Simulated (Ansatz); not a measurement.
Geometry optimisation, UKS PBE-D4/def2-SVPD (Ansatz).

The input (input.yaml):

```yaml
crystal:
  periodic: [false, false, false]
  atoms:
    - { symbol: O, position_ang: [-0.98307, -0.59236, -0.58668] }
    - { symbol: Si, position_ang: [0.58082, -0.02734, -0.76264] }
    - { symbol: Br, position_ang: [1.48805, -0.4904, 1.54409] }
    - { symbol: H, position_ang: [-1.4837, -0.31486, 0.18323] }
    - { symbol: H, position_ang: [0.3979, 1.42497, -0.37801] }
total_charge: -1
magnetization:
  spin_polarized: true
basis:
  gaussian: { orbitals: def2-SVPD }
hamiltonian:
  xc: pbe
  dispersion: d4
relax:
  f_tol: 0.02
  max_steps: 50
```

Run as:

```bash
$ ansatz run input.yaml --threads 2 --pin off --max-ram 3072MiB --backend cpu --events-out ev --progress --plain --runs-dir out
```

Problem. Where does it end, and by what steps?

Solution. The forces met the threshold. After 7 steps the energy has fallen by 0.138 eV; H4 moved furthest, 0.09 Å.

| step | energy less start (eV) | largest force component (eV/Å) | accepted |
| --- | --- | --- | --- |
| 0 | 0.0000 | 2.183 | yes |
| 1 | -0.0763 | 1.402 | yes |
| 2 | -0.1203 | 0.635 | yes |
| 3 | -0.1093 | 0.339 | no |
| 4 | -0.1339 | 0.150 | yes |
| 5 | -0.1365 | 0.110 | yes |
| 6 | -0.1382 | 0.041 | yes |
| 7 | -0.1384 | 0.007 | yes |

```xyz
5
Properties=species:S:1:pos:R:3
O -1.013 -0.663 -0.578
Si 0.634 -0.044 -0.781
Br 1.514 -0.504 1.547
H -1.475 -0.228 0.159
H 0.340 1.439 -0.347
```

Run time: 16 s on 2 threads of AMD EPYC 7R43 64-Core Processor (Zen 3) (shared host), peak memory 0.18 GiB.
